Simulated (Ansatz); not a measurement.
Relaxation of H$_{3}$O$_{2}$Sn (6 atoms, charge 0, multiplicity 2), to a largest force component of 0.015 eV/Å in at most 40 steps.

All numbers below come from UKS PBE0-D4/def2-SVP (Ansatz).

```xyz
6
Properties=species:S:1:pos:R:3
O -1.346 -0.768 -0.238
Sn 0.330 0.220 -0.459
O 1.364 0.029 1.188
H -1.810 -0.522 -1.093
H 0.036 1.913 -0.780
H 1.468 -0.936 1.335
```

Question: Where does it end, and by what steps?

Answer: It converged. After 9 steps the energy has fallen by 0.221 eV; H4 moved furthest, 0.30 Å.

```
step  energy less start (eV)  largest force component (eV/Å)  accepted
   0                  0.0000                           1.597       yes
   1                 -0.1614                           1.151       yes
   2                 -0.2020                           0.684       yes
   3                 -0.2161                           0.119       yes
   4                 -0.2188                           0.053       yes
   5                 -0.2199                           0.094       yes
   6                 -0.2206                           0.041       yes
   7                 -0.2208                           0.033       yes
   8                 -0.2208                           0.046       yes
   9                 -0.2209                           0.010       yes
```

```xyz
6
Properties=species:S:1:pos:R:3
O -1.299 -0.676 -0.230
Sn 0.404 0.296 -0.639
O 1.414 -0.020 1.044
H -1.861 -0.802 -1.004
H 0.151 2.033 -0.626
H 1.233 -0.895 1.409
```

The run took 43 s on 1 thread of Arm Neoverse V2, on a shared host, peak memory 0.18 GiB.
